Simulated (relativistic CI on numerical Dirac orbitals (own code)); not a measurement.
One change at a time: Pr²⁵⁺

Base calculation: Dirac-Coulomb-Breit CI, separate exchange-only KLI orbitals for each configuration, model QED, unscaled Slater integrals.

Configurations in the expansion (outside the closed core [Ar] 3d10): 4s2 4p4, 4s 4p5, 4s2 4p3 4d, 4p6, 4s 4p4 4d, 4s2 4p3 4f, 4s 4p4 4f, 4p5 4d, 4s 4p3 4d2, 4s2 4p2 4d 4f, 4p5 4f, 4s2 4p3 5s, 4p5 5s, 4s2 4p3 5p, 4p4 4d 4f, 4s 4p3 4d 5s, 4s 4p3 4f2, 4s 4p4 5s, 4s2 4p3 5d, 4s2 4p2 4f 5s, 4s 4p4 5p, 4s2 4p3 5f, 4s2 4p3 5g, 4s 4p4 5d, 4s2 4p3 6s, 4p4 4f 5s, 4s2 4p3 6p, 4s2 4p2 4d2, 4s2 4p 4d3, 4s 4p2 4d3, 4s2 4p 4d2 4f, 4s 4p2 4d2 4f, 4s2 4p 4d2 5s, 4p4 4d2, 4p3 4d3, 4p3 4d2 4f, 4p3 4d2 5s, 4s2 4p2 4d 5s, 4s 4p2 4d2 5s, 4s2 4p 4d 4f 5s, 4s 4p2 4d 4f 5s, 4s2 4p 4d 5s2, 4p4 4d 5s, 4p3 4d 4f 5s, 4p3 4d 5s2, 4s2 4p2 5s2, 4s 4p2 4d 5s2, 4s2 4p 4f 5s2, 4s 4p2 4f 5s2. Double excitations out of closed p, d and f shells are left out; levels of such configurations are missing from the list, as are those of other unlisted configurations, and high levels can miss mixing partners. These lack a partner that the ground configuration has and come out too high: 4s2 4p3 5p, 4s2 4p3 5d, 4s 4p4 5p, 4s2 4p3 5f, 4s2 4p3 5g.

The lowest level and the first level of each name with at least 55 % of one term (blank where a level has no safe partner in the second run):

| Level | Base (cm⁻¹) | Shift (cm⁻¹) |
| --- | --- | --- |
| 4s2 4p4 3P_2 | 0 | 0 |
| 4s2 4p4 3P_1 | 204301 | +3 |
| 4s2 4p4 1D_2 | 231742 | +15 |
| 4s 4p5 3P°_2 | 696384 | +676 |
| 4s 4p5 3P°_0 | 903304 | +722 |
| 4s2 4p3 4d 3D°_3 | 1031890 | +1163 |
| 4s2 4p3 4d 3G°_4 | 1033790 | +1178 |
| 4s2 4p3 4d 3F°_4 | 1069564 | +1179 |
| 4s2 4p3 4d 3G°_5 | 1079631 | +1184 |
| 4p6 1S_0 | 1474104 | +1357 |
| 4s 4p4 4d 5D_3 | 1476483 | +1713 |
| 4s 4p4 4d 5F_5 | 1532528 | +1992 |

At this charge energies of transitions that change n are usually good to better than 1 %, and those within a shell (Δn = 0) to a few per cent.

Question: One thing was changed in a second run, which moved the levels as shown. Which?
A. P86 correlation estimate
B. Breit term removed
C. QED terms removed
D. configuration mixing switched off

Answer: A. P86 correlation estimate. A correlation estimate moves all levels of a configuration together before mixing; mixed levels move by a weighted share.

LS names give the leading component of a level, which can be under half, so a name can repeat, a term be missing and a line seem to break the LS rules.
